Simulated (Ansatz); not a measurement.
H4O3SeSi, SMILES `O[Si](O)(O)[SeH]`, relaxed with RKS PBE-D4/def2-SVP in Ansatz from a rough embedded geometry. The force threshold is 0.03 eV/Å; the program also tests the step.

Total charge 0; spin multiplicity 1.

Start:

```xyz
9

O     0.090    0.422    1.678
Si    0.341    0.221    0.050
O     1.907    0.754   -0.295
O    -0.710    1.163   -0.843
Se    0.126   -1.960   -0.521
H    -0.854    0.039    1.885
H     2.057    0.606   -1.296
H    -1.625    0.773   -0.601
H    -1.331   -2.018   -0.057
```

```csv
step,energy (eV),largest force (eV/Å),largest move (Å)
1,-79402.0181,2.511,0.000
2,-79402.2930,1.077,0.124
3,-79402.3769,0.598,0.133
4,-79402.4305,0.673,0.183
5,-79402.4902,0.210,0.200
6,-79402.5217,0.126,0.200
7,-79402.5293,0.560,0.200
8,-79402.5651,0.078,0.134
9,-79402.5683,0.072,0.051
10 (rejected),-79402.5399,1.260,0.134
11,-79402.5732,0.045,0.067
12,-79402.5756,0.116,0.040
13 (rejected),-79402.5629,1.179,0.129
14,-79402.5820,0.182,0.065
15,-79402.5868,0.476,0.073
16,-79402.6011,0.113,0.113
17 (rejected),-79402.6003,0.222,0.084
18,-79402.6027,0.090,0.042
19 (rejected),-79402.6004,0.315,0.084
20,-79402.6047,0.037,0.042
21 (rejected),-79402.6038,0.068,0.042
22,-79402.6052,0.008,0.021
```

End:

```xyz
9

O    -0.368    0.520    1.405
Si    0.191    0.076   -0.109
O     1.808    0.333   -0.407
O    -0.659    1.040   -1.172
Se    0.030   -2.192   -0.369
H    -0.112   -0.100    2.111
H     1.984    1.203   -0.808
H    -1.526    1.329   -0.839
H    -1.347   -2.207    0.189
```

It took 15 s on 4 threads of a server CPU on a shared host, with 0.18 GiB of host memory at the peak.
